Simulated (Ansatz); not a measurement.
Compare A (`CCC1CCCCC1`) with its isomer B (`C[C@H]1CC[C@@H](C)CC1`).

Gas-phase electronic energies from Ansatz, PBE0-D4/def2-TZVP geometries. CCSD(T)/CBS is the MP2 limit (def2-TZVPP, def2-QZVPP) plus CCSD(T) − MP2 in def2-TZVPP, frozen cores. DFT in def2-TZVPP. B3LYP here is the variant with VWN-RPA as its local correlation; programs differ in this. One conformer a species, not always the lowest.

A:

Z-matrix (Å, degrees):
```
C
C 1 1.520
H 1 1.094 2 111.0
H 1 1.092 2 112.0 3 120.3
H 1 1.092 2 111.1 3 -119.7
C 2 1.524 1 114.7 3 -56.4
H 2 1.097 1 109.7 3 -179.0
H 2 1.096 1 109.1 3 65.4
C 6 1.525 2 110.8 1 172.6
C 6 1.526 2 112.7 1 -63.7
H 6 1.101 2 107.8 1 55.0
C 9 1.522 6 112.5 2 179.9
H 9 1.095 6 109.7 2 -57.0
H 9 1.099 6 108.6 2 58.9
C 10 1.523 6 112.2 2 -178.6
H 10 1.099 6 108.5 2 -57.7
H 10 1.094 6 110.4 2 58.6
C 12 1.522 9 111.3 6 -55.5
H 12 1.094 9 110.2 6 -178.4
H 12 1.097 9 109.2 6 65.0
H 15 1.097 10 109.1 6 -65.2
H 15 1.094 10 110.1 6 178.3
H 18 1.097 12 109.2 9 -65.6
H 18 1.094 12 110.4 9 177.6
```

B:

```xyz
24

C    -0.9361    0.6059    2.4870
C     0.0321    0.4098    1.3342
C     0.0728   -1.0436    0.8754
C     1.0293   -1.2468   -0.2918
C     0.7158   -0.3351   -1.4789
C    -0.5507   -0.7585   -2.2123
C     0.6539    1.1191   -1.0095
C    -0.3023    1.3208    0.1581
H    -1.9564    0.3514    2.1821
H    -0.6768   -0.0290    3.3384
H    -0.9424    1.6438    2.8308
H     1.0416    0.6754    1.6817
H    -0.9410   -1.3536    0.5922
H     0.3636   -1.6885    1.7114
H     1.0186   -2.2937   -0.6129
H     2.0500   -1.0381    0.0514
H     1.5451   -0.4196   -2.1914
H    -0.7321   -0.1164   -3.0783
H    -1.4364   -0.7059   -1.5756
H    -0.4669   -1.7878   -2.5713
H     1.6583    1.4305   -0.6974
H     0.3740    1.7689   -1.8453
H    -0.2799    2.3669    0.4811
H    -1.3341    1.1239   -0.1593
```

Task: Which is lower in electronic energy at CCSD(T)/CBS, and by how much? (An estimate is asked.)

Result: The calculation gave: B, by 0.9 kcal/mol.

Task: Give E(B) − E(A) in kcal/mol with B3LYP-D4, B2PLYP, PBE-D4, CCSD(T)/def2-TZVPP, PBE0-D4, HF/def2-TZVPP, CCSD/def2-TZVPP. (Estimate.)

Result: The calculation gave: B3LYP-D4 -0.7, B2PLYP -0.3, PBE-D4 -0.5, CCSD(T)/def2-TZVPP -1.0, PBE0-D4 -0.5, HF/def2-TZVPP 0.5, CCSD/def2-TZVPP -0.7. The order is the other way round with HF/def2-TZVPP.

Largest T1 diagnostic: 0.009.

The D4 term adds −1.0 kcal/mol with B3LYP and −0.5 kcal/mol with PBE0; it sums over pairs of atoms, weighted by their polarisabilities, and B3LYP, whose exchange is more repulsive, gets the larger term. In def2-TZVPP, CCSD(T) changes the Hartree–Fock value by −1.5 kcal/mol (the triples alone add −0.2 kcal/mol) and MP2 by −1.8 kcal/mol.
